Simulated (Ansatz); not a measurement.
`BC(F)CCl` → `BCCl` + `[CH]F` at 298.15 K and 1 bar (formal loss of a carbene).

Gas-phase electronic energies from Ansatz, PBE0-D4/def2-TZVP geometries. CCSD(T)/CBS adds triple-zeta CCSD(T) − MP2 to the extrapolated MP2 energy (def2 sets, frozen cores). This one scheme is used for every species. Each species was taken in one conformer, which may not be the lowest.

| species | CCSD(T)/CBS energy (Eh) | H − E (kJ/mol) | S (J/(mol·K)) |
| --- | --- | --- | --- |
| `BC(F)CCl` | -663.44242 | 200.3 | 327.0 |
| `BCCl` | -525.00385 | 139.3 | 279.7 |
| `[CH]F` | -138.29972 | 42.7 | 223.2 |

H − E and S are ideal-gas, rigid-rotor, harmonic terms from PBE0-D4/def2-TZVP, for one conformer and one mirror image of each species. 1 Eh = 2625.50 kJ/mol, R = 8.31446 J/(mol·K).

Question: By hand: ΔE, ΔH, ΔS and ΔG.

Answer: ΔE = (-525.00385) + (-138.29972) − (-663.44242) = 0.13885 Eh = 364.6 kJ/mol. Δ(H − E) = 139.3 + 42.7 − 200.3 = -18.3, so ΔH = 346.3 kJ/mol. ΔS = 279.7 + 223.2 − 327.0 = 175.9 J/(mol·K). ΔG = 346.3 − 298.15 × (175.9)/1000 = 293.9 kJ/mol.

Question: By hand: the equilibrium constant, and the temperature at which ΔG would vanish if ΔH and ΔS stayed fixed.

Answer: log₁₀ K = −ΔG/(RT ln 10) = -51.5. ΔG = 0 at ΔH/ΔS = 1969 K.

The number of gas molecules changes by +1, which sets the sign of ΔS. A doubt of 5 kJ/mol in ΔE shifts log₁₀ K by 0.9 here. Other conformers and mirror images would add mixing entropy, several J/(mol·K) or more a flexible species. These are equilibria of isolated gas molecules and say nothing of rates. Largest T1 diagnostic: 0.018 (customary marks: 0.02 for closed shells, 0.045 for open ones).
